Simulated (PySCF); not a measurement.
## How methods differ on the ionisation energy of Os+

Os+ [Xe] 4f14 5d6 6s1 (6D) → Os(2+) [Xe] 4f14 5d6 (5D), as a difference of total energies. Calculation: PySCF 2.14, in cc-pVDZ-PP with ECP60MDF (4s4p3d1f, 38 functions); a scalar-relativistic core potential. Correlated levels: valence: 5s2 5p6 frozen. The calculations carry no spin-orbit coupling.

```json
{"method": "UHF", "ionisation energy (eV)": "15.977"}
{"method": "M06-L", "ionisation energy (eV)": "16.688"}
{"method": "MN15", "ionisation energy (eV)": "17.462"}
{"method": "MP2 (valence)", "ionisation energy (eV)": "16.670"}
{"method": "SCS-MP2 (valence)", "ionisation energy (eV)": "16.369"}
```

Task: How much does correlation contribute at MP2 (valence)?

Result: 16.670 − (15.977) = 0.693 eV, measured against UHF.

The reference lies between the lowest fine-structure levels, while these numbers refer to the centres of the terms.

Errors of the correlated levels include the incompleteness of this basis and the frozen core.

For comparison: 17 ± 1 eV (semi-empirical (NIST evaluation); NIST Atomic Spectra Database, ionization energies).
